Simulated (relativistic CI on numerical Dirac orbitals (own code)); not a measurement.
# L2,3 absorption of nickel in several valence states

Computed multiplet spectra 2p⁶3dⁿ → 2p⁵3dⁿ⁺¹ (Dirac-Coulomb-Breit ions, Slater integrals scaled by 0.8, an assumed crystal field that grows with the charge, no charge transfer; 300 K; Lorentzian 0.4 eV and Gaussian 0.3 eV FWHM at both edges, so that L2 comes out sharper than in experiment). Peaks over 5 % are given in eV from the highest peak in the L3 region of each spectrum (height, largest 100). S of the lowest state is read from ⟨S²⟩, and the branching ratio is the share of L3, cut at the minimum between the edges.

Field parameters in Wybourne normalisation: Oh B⁴₀ = 21Dq, B⁴₄ = √(5/14) B⁴₀. The field is a parameter set, without covalency.

- Ni2+ (d8, Oh, 10Dq = 9800 cm⁻¹): S = 1.00, branching ratio 0.75; peaks 0.0 (100), 2.1 (25), 2.9 (7), 17.3 (24), 18.5 (28)
- Ni3+ (d7, Oh, 10Dq = 12650 cm⁻¹): S = 1.50, high spin, branching ratio 0.83; peaks -3.9 (58), -2.2 (81), -1.4 (85), 0.0 (100), 2.1 (11), 2.8 (9), 15.9 (23), 16.8 (27), 18.9 (5)
- Ni4+ (d6, Oh, 10Dq = 15550 cm⁻¹): S = 2.00, high spin, branching ratio 0.78; peaks -3.0 (21), -1.8 (24), 0.0 (100), 1.3 (45), 1.7 (43), 3.6 (16), 4.0 (15), 5.6 (7), 15.9 (8), 17.8 (33), 19.6 (8), 21.9 (7)

The centroid of the whole edge, which also moves with the branching ratio, lies at 860.0 (Ni2+), 860.7 (Ni3+), 865.0 (Ni4+) eV in this ionic model, in steps of 0.7 to 4.3 eV. Compounds show about 1 to 2 eV a unit and lower energies for the high valences, since ligands screen the charge. The multiplet shape follows the d count and the spin state, and so serves as a fingerprint of valence. Real compounds of Ni3+, Ni4+ are mostly low spin, since covalency shrinks the Slater integrals more than this scale does.
